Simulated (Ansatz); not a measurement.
Ge₂S₄⁻. The state is a doublet with charge -1. Geometry PBE-D4/def2-SVPD; atoms count from 1.

Cartesian coordinates in Å:
```
Ge 2.031 -1.307 -1.237
Ge -0.164 0.927 -0.566
S -2.856 0.857 1.624
S -0.229 -1.302 -1.484
S 2.143 0.575 0.041
S -0.925 0.251 1.622
```

The structure comes from a short search, and lower isomers may exist.

Q: Estimate the Mulliken populations from the PBE0/def2-TZVPD orbitals of Ansatz.

A: 
```tsv
atom	charge (e)	spin (α − β)
Ge1	0.29	0.00
Ge2	0.33	-0.02
S3	-0.37	0.61
S4	-0.56	0.03
S5	-0.61	0.00
S6	-0.08	0.38
```
Mulliken values depend strongly on the basis. With diffuse functions, as here, like atoms can get unlike values, and bond orders can come out too low or too high.

Q: Where does the spin sit?

A: Summed by element: Ge -0.03, S 1.03, of 1 unpaired in all. Largest on single atoms: S3 0.61, S6 0.38, S4 0.03.

Q: And the Mayer bond orders between heavy atoms (over 0.3)?

A: Ge1–S4 1.13 (2.27 Å); Ge1–S5 1.12 (2.28 Å); Ge2–S4 0.77 (2.41 Å); Ge2–S5 0.78 (2.41 Å); Ge2–S6 0.69 (2.41 Å); S3–S6 1.45 (2.02 Å).
